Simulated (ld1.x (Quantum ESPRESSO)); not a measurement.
# How hard is this indium (In) TM potential?

In (Z = 49), norm-conserving Troullier–Martins (Kleinman–Bylander form), made with ld1.x (Quantum ESPRESSO) 7.5 (LDA (PZ), scalar-relativistic). Core [Ar] 3d10, reference 4s2 4p6 4d10 5s2 5p0.5 (charge +0.5). Waves: 4s (bound): rc 0.95 bohr; 4p (bound): rc 0.78 bohr; 4d (bound): rc 1.30 bohr. Local part: all-electron potential smoothed inside 1.05 bohr (lloc = -1). Core correction: none.

Occupied shells without a wave of their own: 5p, 5s. They enter only through the test configuration that unscreens the potential.

The pseudo-atom Hamiltonian at the reference potential is diagonalised in spherical Bessel functions j_l(qr) that vanish at 20 bohr, with q² up to the cutoff. All-electron valence levels (Ry): 4s -9.0406, 5s -0.8618, 4p -5.9967, 5p -0.4075, 4d -1.6351.

Task: How do the lowest levels (Ry) of each channel move with the cutoff, and are there ghosts?

Result:

```json
{"cutoff (Ry)": "8", "s #1": "-7.8957", "s #2": "-0.7224", "p #1": "-3.1885", "p #2": "-0.2315", "p #3": "-0.0338", "d #1": "-0.1845", "d #2": "-0.0150", "f #1": "0.0297", "f #2": "0.1368", "Σ f·Δε (mRy)": "34108.6"}
{"cutoff (Ry)": "25", "s #1": "-8.3078", "s #2": "-0.8623", "p #1": "-5.8109", "p #2": "-0.3938", "p #3": "-0.0607", "d #1": "-0.9573", "d #2": "-0.0455", "f #1": "0.0297", "f #2": "0.1367", "Σ f·Δε (mRy)": "9460.8"}
{"cutoff (Ry)": "50", "s #1": "-8.9098", "s #2": "-0.8839", "p #1": "-5.9096", "p #2": "-0.4081", "p #3": "-0.0627", "d #1": "-1.5670", "d #2": "-0.0539", "f #1": "0.0297", "f #2": "0.1366", "Σ f·Δε (mRy)": "1517.2"}
{"cutoff (Ry)": "100", "s #1": "-9.0004", "s #2": "-0.8924", "p #1": "-5.9703", "p #2": "-0.4096", "p #3": "-0.0629", "d #1": "-1.6350", "d #2": "-0.0548", "f #1": "0.0297", "f #2": "0.1366", "Σ f·Δε (mRy)": "274.1"}
{"cutoff (Ry)": "180", "s #1": "-9.0384", "s #2": "-0.9087", "p #1": "-5.9908", "p #2": "-0.4114", "p #3": "-0.0631", "d #1": "-1.6351", "d #2": "-0.0548", "f #1": "0.0297", "f #2": "0.1366", "Σ f·Δε (mRy)": "39.8"}
{"cutoff (Ry)": "400", "s #1": "-9.0407", "s #2": "-0.9092", "p #1": "-5.9965", "p #2": "-0.4119", "p #3": "-0.0632", "d #1": "-1.6351", "d #2": "-0.0548", "f #1": "0.0297", "f #2": "0.1366", "Σ f·Δε (mRy)": "0.0"}
```

Result: no extra level below or beside the all-electron valence levels (s, p, d, f tested); 10 mRy is reached at 300 Ry and 1 mRy at over 300 Ry.

The potential misses its own reference levels by up to 0.6 eV. Its largest configuration-test error is -2990 meV.
